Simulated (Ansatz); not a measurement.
Process, species as SMILES: ClBr (Cl-Br) → Br atom + Cl atom
B3LYP-D3(BJ)/def2-TZVP geometries, fixed; electronic energies without zero-point terms.

Basis-set convergence of the atomisation energy at B3LYP with Ansatz (a first-principles code). All functions are spherical. The program fits the integrals of some runs and decomposes those of others, by size. Open shells are unrestricted. No added dispersion term, no relativity. Functions are those of the species that has most. Reference: the value in aug-cc-pV(5+d)Z, 52.89 kcal/mol, itself unsure by roughly 0.07 kcal/mol (its mean distance from pcseg-4, aug-pcseg-3, aug-cc-pV(Q+d)Z). Deviations are taken from unrounded values.

```tsv
basis	functions	atomisation energy (kcal/mol)
pcseg-1	45	47.49
aug-pcseg-1	63	47.68
cc-pV(D+d)Z	50	49.33
aug-cc-pV(D+d)Z	68	49.75
def2-SVP	50	49.53
def2-SVPD	68	47.82
pcseg-2	77	51.45
aug-pcseg-2	109	52.32
cc-pV(T+d)Z	82	52.25
aug-cc-pV(T+d)Z	114	52.41
def2-TZVP	85	52.13
def2-TZVPD	103	52.48
def2-TZVPP	90	52.15
def2-TZVPPD	108	52.49
cc-pV(Q+d)Z	132	52.70
aug-cc-pV(Q+d)Z	182	52.75
pcseg-3	132	52.81
aug-pcseg-3	182	52.84
def2-QZVPP	159	52.75
def2-QZVPPD	177	52.79
cc-pV(5+d)Z	204	52.84
aug-cc-pV(5+d)Z	276	52.89
```

What the diffuse functions change, pair by pair:
- pcseg-1 to aug-pcseg-1: 18 more functions, deviation -5.40 to -5.21 kcal/mol
- cc-pV(D+d)Z to aug-cc-pV(D+d)Z: 18 more functions, deviation -3.56 to -3.14 kcal/mol
- def2-SVP to def2-SVPD: 18 more functions, deviation -3.36 to -5.06 kcal/mol
- pcseg-2 to aug-pcseg-2: 32 more functions, deviation -1.44 to -0.56 kcal/mol
- cc-pV(T+d)Z to aug-cc-pV(T+d)Z: 32 more functions, deviation -0.63 to -0.48 kcal/mol
- def2-TZVP to def2-TZVPD: 18 more functions, deviation -0.75 to -0.40 kcal/mol
- def2-TZVPP to def2-TZVPPD: 18 more functions, deviation -0.74 to -0.39 kcal/mol
- cc-pV(Q+d)Z to aug-cc-pV(Q+d)Z: 50 more functions, deviation -0.18 to -0.14 kcal/mol
- pcseg-3 to aug-pcseg-3: 50 more functions, deviation -0.08 to -0.05 kcal/mol
- def2-QZVPP to def2-QZVPPD: 18 more functions, deviation -0.14 to -0.10 kcal/mol
- cc-pV(5+d)Z to aug-cc-pV(5+d)Z: 72 more functions, deviation -0.05 to 0.00 kcal/mol

Leaving out the reference's own pair, they bring the value nearer the reference by more than 0.07 kcal/mol in 6 of 10 pairs.
